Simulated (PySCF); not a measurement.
## Nuclear quadrupole coupling in AlCl2(CF3)

Species: AlCl2(CF3), CAlCl₂F₃.
Structure used (PBE0-D3(BJ)/def2-SVP), in Å, numbered top down from 1:
```xyz
7
CAlCl2F3 angstrom
Al     0.611    0.874   -0.055
Cl     2.681    0.823    0.139
Cl    -0.405    2.653   -0.403
C     -0.485   -0.805    0.054
F      0.154   -1.833    0.628
F     -0.847   -1.206   -1.180
F     -1.618   -0.608    0.748
```

Field gradients from the PBE0/pcSseg-1 (pcSseg-2 on Al) density (PySCF, non-relativistic), principal values in atomic units, ordered |Vxx| ≤ |Vyy| ≤ |Vzz|:

```csv
atom,Vxx,Vyy,Vzz
Al1,-0.3636,-0.6848,1.0484
Cl2,-0.4739,-0.9870,1.4609
Cl3,-0.4692,-0.9802,1.4494
```

**Question.** Find the asymmetry η = (Vxx − Vyy)/Vzz and the couplings χ = eQV/h (234.96 MHz × Q in barn × V in au), with Q(27Al) = 0.1466 b, Q(35Cl) = −0.0817 b.

**Answer.** 
| atom | environment | nucleus | η | χzz (MHz) | χxx (MHz) | χyy (MHz) |
| --- | --- | --- | --- | --- | --- | --- |
| Al1 | aluminium bonded to C and 2 Cl | 27Al | 0.31 | 36.11 | -12.52 | -23.59 |
| Cl2 | chlorine bonded to Al | 35Cl | 0.35 | -28.04 | 9.10 | 18.95 |
| Cl3 | chlorine bonded to Al | 35Cl | 0.35 | -27.82 | 9.01 | 18.82 |

**Question.** What is Vzz at Cl2 in SI units (1 au = 9.71736 × 10²¹ V/m²)?

**Answer.** 1.4609 au = 14.196 × 10²¹ V/m².

Isolated species at its PBE0-D3(BJ)/def2-SVP geometry, gas phase. With so small a basis the couplings can be 20 % off.

The run behind these numbers computed NMR shieldings as well. On Intel Xeon at 2.50 GHz, one thread, no GPU, shared host with 64 logical CPUs at a one-minute load of 55, this took 48 s (grids of density and orbitals included) and 0.88 GiB of memory at its peak.
